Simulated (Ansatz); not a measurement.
Mulliken charges of CH₆N₂Si (`N=C[SiH2]N`) from PBE/def2-TZVPP in Ansatz (PBE0-D4/def2-TZVP geometry).

```
atom   x (Å)   y (Å)   z (Å)  charge (e)
  N1  -0.299   0.362  -1.790      -0.239
  C2  -0.932  -0.168  -0.824      -0.116
 Si3  -0.105  -0.295   0.875       0.366
  N4   1.484   0.339   0.968      -0.367
  H5  -0.855   0.368  -2.648       0.156
  H6  -1.956  -0.560  -0.949       0.048
  H7  -0.074  -1.739   1.231      -0.071
  H8  -0.975   0.436   1.836      -0.071
  H9   2.203  -0.130   0.438       0.147
 H10   1.593   1.337   0.867       0.146
```

Task: By hand: the dipole of these point charges (1 e Å = 4.8032 D).

Result: Σ q r = (0.000, 0.000, 0.003) e Å, of length 0.003 e Å = 0.01 D.

Task: How does the dipole of the full density compare? (Estimate.)

Result: Ansatz gave: (-0.130, -0.007, -0.157) e Å, 0.98 D; the point charges give 0.01 times that, at 140° from its direction, so they point the opposite way.

Point charges leave out the atoms' own dipoles, such as those of lone pairs, and Mulliken's split depends on the basis, so the two needn't agree.
